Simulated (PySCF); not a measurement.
Assigning NMR signals

Structure with atom numbers: `[N:1]#[C:2][C:3]#[C:4][c:5]1[cH:6][n:7]([SiH3:8])[cH:9][n:10]1`. Each H is labelled by its parent atom.

Level of theory: GFN2-xTB geometry, PBE0/pcSseg-1 with gauge-including orbitals, in PySCF 2.14.0 with density-fitted response routines (one conformer, non-relativistic, equivalent nuclei averaged, no solvent model).

Referencing at the same level of theory: ¹³C (σref 186.93) and ¹H (σref 31.72) against TMS.

Task: Assign these signals to the numbered atoms. ¹³C{¹H} NMR (computed): δ 145.2 (CH), 138.1 (CH), 131.2 (C), 112.2 (C), 79.8 (C), 76.2 (C).

Result: 
| δ (ppm) | atoms | environment | reason |
| --- | --- | --- | --- |
| 145.2 | C9 | aromatic CH between two ring heteroatoms | – |
| 138.1 | C6 | aromatic CH next to a ring nitrogen | – |
| 131.2 | C5 | substituted aromatic carbon next to a ring nitrogen | – |
| 112.2 | C2 | nitrile carbon | typical of a nitrile |
| 79.8 | C4 | alkyne carbon | sp carbons lie upfield of alkene carbons because the cylindrical π system leaves one tensor component strongly shielded |
| 76.2 | C3 | alkyne carbon | – |

Task: Assign these signals to the numbered atoms. ¹H NMR (300 MHz, computed): δ 7.50 (m, 1H), 7.21 (m, 1H), 5.12 (s, 3H).

Result: 
| δ (ppm) | atoms | environment | reason |
| --- | --- | --- | --- |
| 7.50 | H(C6) | hydrogen on an aromatic CH next to a ring nitrogen | the ring current deshields protons in the ring plane |
| 7.21 | H(C9) | hydrogen on an aromatic CH between two ring heteroatoms | aromatic region |
| 5.12 | H(Si8) | hydrogen on a silicon bonded to N | – |

Shifts are as computed. Against solution values, carbons near 30 ppm lie about +3 ppm off and those near 130 ppm about +5 ppm. Of 1211 compounds with measured shifts, 218 miss one by over three times the rms of a fit or turn the order of signals round; such compounds aren't used in these exercises. No couplings were computed; multiplicities are counted from neighbouring protons, with m where these are inequivalent, close in shift, in a saturated or five-membered ring or joined by F or P, and br s for small geminal =CH2 splittings.
